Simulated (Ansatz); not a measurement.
Consider the cleavage of the Ge–Si bond: `C[SiH](F)[GeH3]` + `N[SiH2]S` → `N[SiH2][S][GeH3]` + `C[SiH2]F`.

Computed with Ansatz on PBE0-D4/def2-TZVP structures; ΔE is electronic, products minus reactants. CBS: MP2 limit from def2 TZ/QZ plus the TZ coupled-cluster correction, frozen cores. Functionals use def2-TZVPP. B3LYP here is the variant with VWN-RPA as its local correlation; programs differ in this. For Ge outer-core shells are correlated without core-valence functions, which leaves a few kJ/mol of doubt a bond. Scalar relativity is left out up to krypton. One conformer a species, not always the lowest.

Task: Is it downhill or uphill in electronic energy at CCSD(T)/CBS, and by how much? (Estimate.)

Result: The calculation gave: Downhill: ΔE = -10.5 kcal/mol.

Task: What do these levels give: PBE-D4, r2SCAN-D4, CAM-B3LYP-D4, ωB97X-V, ωB97M-V, BLYP, B3LYP, CAM-B3LYP, MP2/def2-SVP, CCSD/def2-SVP, MP2/def2-TZVPP, HF/CBS(def2)? (Estimate.)

Result: The calculation gave: PBE-D4 -8.0, r2SCAN-D4 -9.6, CAM-B3LYP-D4 -9.6, ωB97X-V -10.0, ωB97M-V -10.3, BLYP -8.1, B3LYP -9.0, CAM-B3LYP -9.2, MP2/def2-SVP -12.5, CCSD/def2-SVP -10.8, MP2/def2-TZVPP -12.6, HF/CBS(def2) -12.9 kcal/mol.

Largest T1 diagnostic among the species: 0.012.

From BLYP to BHLYP (50 % exact exchange), in def2-TZVPP and without D4, ΔE moves by −2.4 kcal/mol. Leaving LDA and LC-ωPBE aside and taking each functional with its dispersion term where it has one, the values, not all of them listed here, spread over 3.2 kcal/mol, from BHLYP-D4 to PBE-D4.
